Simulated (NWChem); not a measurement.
# Atomisation of vinylidene fluoride (C2H2F2)

```xyz
6

C      0.0000     0.0000    -1.3865
C      0.0000     0.0000    -0.0602
F      1.0799     0.0000     0.6963
F     -1.0799     0.0000     0.6963
H     -0.9454     0.0000    -1.9262
H      0.9454     0.0000    -1.9262
```
Charge 0, spin multiplicity 1.

All runs are NWChem calculations. The geometry was optimised at B3LYP/def2-SVP, a minimum by its harmonic frequencies.

Basis set: def2-TZVP. The atomisation energy is electronic alone: no zero-point, thermal, spin-orbit or counterpoise terms. No value is extrapolated to the basis-set limit. Free atoms are single determinants with multiplicities C 3, F 2, H 2.

B3LYP has NWChem's definition, with VWN1-RPA local correlation. No SCF solution was tested for a lower state. Open-shell Hartree-Fock references start from PBE0 orbitals.

Question: One of these methods gave an atomisation energy of 698.4 kcal/mol. Which?
A) BP86
B) LDA (SVWN5)
C) PBE0
D) HF

Answer: B, LDA (SVWN5). The others give 589.5 (PBE0), 609.6 (BP86), 410.4 (HF).
